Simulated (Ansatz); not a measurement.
Mulliken charges of F2H3OSi2, SMILES `F[SiH](F)O[SiH2]` radical from PBE/def2-TZVPP in Ansatz (PBE0-D4/def2-TZVP geometry).

```tsv
atom	x (Å)	y (Å)	z (Å)	charge (e)
F1	-0.117	-0.408	2.159	-0.265
Si2	0.851	0.117	1.023	0.701
F3	2.027	-0.933	0.905	-0.263
O4	0.064	0.211	-0.370	-0.255
Si5	-0.913	-0.414	-1.540	0.227
H6	1.395	1.421	1.407	-0.077
H7	-0.938	0.564	-2.662	-0.034
H8	-2.278	-0.616	-0.979	-0.035
```

**Question.** By hand: the dipole of these point charges (1 e Å = 4.8032 D).

**Answer.** Σ q r = (-0.125, 0.181, -0.332) e Å, of length 0.398 e Å = 1.91 D.

**Question.** How does the dipole of the full density compare? (An estimate is asked.)

**Answer.** Computed: (-0.086, 0.178, -0.182) e Å, 1.29 D; the point charges give 1.48 times that, at 15° from its direction.

Point charges leave out the atoms' own dipoles, such as those of lone pairs, and Mulliken's split depends on the basis, so the two needn't agree.
